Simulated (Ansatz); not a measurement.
Mulliken charges of C₂H₃BrInN (`[Br][InH][CH]1C=N1`) from ωB97M-V/def2-TZVPP in Ansatz (PBE0-D4/def2-TZVP geometry).

```tsv
atom	x (Å)	y (Å)	z (Å)	charge (e)
Br1	-2.856	-0.003	0.300	-0.382
In2	-0.690	1.063	0.938	0.630
C3	0.861	-0.001	-0.068	-0.296
C4	0.559	-1.021	-1.054	-0.010
N5	0.842	-1.558	0.028	-0.183
H6	-0.849	2.393	1.994	-0.052
H7	1.864	0.424	-0.078	0.124
H8	0.269	-1.298	-2.059	0.169
```

Problem. By hand: the dipole of these point charges (1 e Å = 4.8032 D).

Solution. Σ q r = (0.563, 0.675, 0.041) e Å, of length 0.880 e Å = 4.23 D.

Problem. How does the dipole of the full density compare? (Best estimate.)

Solution. Computed: (0.539, 0.427, -0.247) e Å, 3.51 D; the point charges give 1.21 times that, at 25° from its direction.

Point charges leave out the atoms' own dipoles, such as those of lone pairs, and Mulliken's split depends on the basis, so the two needn't agree.
